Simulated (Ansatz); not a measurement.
Stretching the Sn1–Cl3 bond in ClHSn (SMILES [Cl][SnH]) (multiplicity 1 held, fragments rigid). Energies count from the point at 2.396 Å.
Geometry at that point (charge 0, multiplicity 1):
```
atom    x (Å)    y (Å)    z (Å)
----  -------  -------  -------
Sn    -0.3048  -0.3003   0.4177
H     -1.4223  -0.9435  -0.8190
Cl     0.9802   0.9387  -1.1802
```

U- levels take the lowest unrestricted solution at each point, which mixes spins at long bonds. Active spaces are followed from a long bond inwards. Levels need not reach the same state.

Correlated levels freeze the cores. Filled d and f shells under p-block atoms count as core.

Programs: Ansatz (Gaussian basis) for Hartree–Fock, density functionals and correlated methods. Each number belongs to the level named beside it. In def2 rows elements past Kr take small-core potentials, without spin–orbit coupling.

Problem. Give the energy at R = 7.667 Å at the level FIC-MRCISD+Q on CASSCF(6,4)/def2-TZVPP.

Solution. 88.6 kcal/mol

Problem. What is the computed energy at R = 7.667 Å (U-SCS-MP2/def2-TZVPP)?

Solution. 91.6 kcal/mol

Problem. Predict the energy at R = 7.667 Å from U-CCSD(T)/def2-TZVPP.

Solution. 89.5 kcal/mol

Doubts at one or more of the structures used: a spin-contaminated determinant (U-SCS-MP2/def2-TZVPP, U-CCSD(T)/def2-TZVPP); active orbitals that take no part (FIC-MRCISD+Q on CASSCF(6,4)/def2-TZVPP).

Ansatz is an electronic-structure program.
